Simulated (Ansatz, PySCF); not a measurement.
System: SnH$_{2}$, charge 0, multiplicity 1. 
Coordinates optimised at B3LYP-D3(BJ)/def2-TZVP (Ansatz, a quantum-chemistry and plane-wave program):
```
Sn
H 1 1.7807
H 1 1.7807 2 90.56
```

Total electronic energies in hartree. Cores are frozen in the correlated levels unless marked. No spin-orbit coupling. The frozen core is the preceding noble-gas configuration, with the filled d and f shells of earlier blocks. In def2 rows, elements after Kr have scalar-relativistic effective core potentials. Basis-set limits of correlation are two-point, X^-3; Hartree-Fock from the larger set.

The Hartree-Fock reference is unstable (checked in the largest basis), which strains HF and MP2. 

```csv
level,program,energy (Eh)
HF/def2-SVP,Ansatz,-214.46757
PBE/def2-TZVPD,Ansatz,-215.44893
BP86/def2-TZVPD,PySCF,___
M06-L/def2-TZVPD,PySCF,-215.61661
PBE0/def2-SVP,Ansatz,-215.44992
PBE0-D3(BJ)/def2-TZVPD,Ansatz + dftd3,-215.45908
TPSSh/def2-TZVPD,PySCF,-215.38583
PW6B95-D3(BJ)/def2-TZVPD,PySCF + dftd3,-215.59107
wB97X-V/def2-TZVPD,Ansatz,___
"MP2/CBS(def2-TZVPP,def2-QZVPP)",Ansatz,-214.5831
RI-MP2/def2-TZVPP,Ansatz,-214.56951
SCS-MP2/def2-QZVPPD,Ansatz,-214.59042
CCSD/def2-QZVPP,Ansatz,-214.60031
CCSD(T)/def2-SVP,Ansatz,-214.56884
"CCSD(T)/CBS(def2-TZVPPD,def2-QZVPPD)",Ansatz,-214.6071
```

Task: Some entries are withheld; supply them.

Result: 
- BP86/def2-TZVPD, energy (Eh): -215.58114
- wB97X-V/def2-TZVPD, energy (Eh): -215.43463
